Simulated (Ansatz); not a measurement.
The cluster Na2Sb, relaxed as a doublet with UKS PBE0-D4/def2-TZVP in Ansatz, starting from the GFN2-xTB geometry. Force threshold 0.02 eV/Å.

In the def2 sets Sb takes a core potential; there is no spin–orbit coupling. The relaxation made no stability test and no search for a lower SCF solution. The structure comes from a short search, and lower isomers may exist.

Start:

```xyz
3

Na    0.9571   -1.0142    1.0576
Na   -1.0733   -0.7063   -1.1900
Sb    0.1162    1.7206    0.1325
```

```csv
step,energy (eV),largest force component (eV/Å),SCF passes
1,-15365.0823,0.632,22
2,-15365.2221,0.391,32
3,-15365.3541,0.163,32
4,-15365.4024,0.064,30
5,-15365.4069,0.017,26
6,-15365.4071,0.022,28
7,-15365.4072,0.000,28
```

Force components are those of the run's own axes.

End:

Cartesian coordinates in Å:
```
Na 1.335 -0.870 1.476
Na -1.423 -0.451 -1.577
Sb 0.089 1.321 0.101
```

By distances, no bond broke or formed, bridged metal pairs apart. The bond that changes most is Na2–Sb3, from 3.01 to 2.87 Å (atoms count from 1). Metal–metal contacts that move far: Na1–Na2 3.04 to 4.14 Å.

The force fell under the threshold at step 5, but the optimiser went on. No frequencies were taken in this run, so the end may be a saddle point.

Hardware: 4 threads of Arm Neoverse V1 on a shared host. Wall time 14 s.
